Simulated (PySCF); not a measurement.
Order these species by their calculated properties.

Species are written as SMILES; each is one conformer at its optimised geometry, gas phase, non-relativistic unless stated; the electronic structure was computed with PySCF and density fitting.

The conformers computed, where there is a choice (atom-mapped SMILES and torsion angles):
- `[CH2:1]=[C:2]=[C:3]=[CH:4][C@@H:5]([Cl:6])[SiH:7][CH3:8]`: C3–C4–C5–Cl6 144°, C4–C5–Si7–C8 61°
- `[F:1][CH:2]([F:3])[c:4]1[cH:5][cH:6][s:7][cH:8]1`: F1–C2–C4–C5 125°
- `[CH3:1][C@@H:2]([CH:3][Cl:4])[CH2:5][Cl:6]`: C1–C2–C3–Cl4 -159°, C1–C2–C5–Cl6 66°
- `[CH2:1]=[CH:2]/[C:3]([CH3:4])=[CH:5]/[CH3:6]`: C1–C2–C3–C4 0°
- `[CH2:1]=[C:2]([CH3:3])[CH2:4][CH:5][CH2-:6]`: C1–C2–C4–C5 98°, C2–C4–C5–C6 90°
- `[O:1]=[CH:2][Si:3]([SiH3:4])[O:5][SiH3:6]`: O1–C2–Si3–Si4 2°
- `[O:1]=[CH:2][Si@@H:3]([SiH2:4])[O:5][SiH3:6]`: O1–C2–Si3–Si4 70°

The conformers of `C[C](COC=O)C(=O)O` [doublet state] and `C[C@H]([CH]OC=O)C(=O)O` [doublet state] aren't listed.

Task: Rank by smallest rotational constant, lowest first (GFN2-xTB).
A. `C=C=C=C[C@@H](Cl)[SiH]C` [radical]
B. `O=C[Si@@H]([SiH2])O[SiH3]` [radical]
C. `[Si]([SiH3])(O[SiH3])C=O` [radical]
D. `CC(=C)C[CH][CH2-]` [radical]
E. `C[C@@H]([CH]Cl)CCl` [radical]
F. `FC(F)c1ccsc1`
G. `C=C/C(C)=C/C`

Result: A (0.592 GHz), C (0.733 GHz), B (0.810 GHz), E (0.882 GHz), F (0.968 GHz), G (1.714 GHz), D (2.117 GHz).

Task: Rank by isotropic g value, highest first (unrestricted B3LYP/pcH-1, mean-field spin–orbit at GFN2-xTB geometries).
A. `C[C@H]([CH]OC=O)C(=O)O` [radical]
B. `C(=O)[Si@H](O[SiH3])[SiH2]` [radical]
C. `C[C](COC=O)C(=O)O` [radical]
D. `C=C1C(C#N)=[C]C(F)=C1F` [radical]
E. `C[C@@H]([CH]Cl)CCl` [radical]

Result: E (2.00619), B (2.00462), C (2.00355), A (2.00301), D (2.00211).

Task: Give the two extremes of that set as shifts from the free-electron value 2.002319.

Result: `C=C1C(C#N)=[C]C(F)=C1F` [doublet state]: -210 ppm; `C[C@@H]([CH]Cl)CCl` [doublet state]: +3870 ppm.
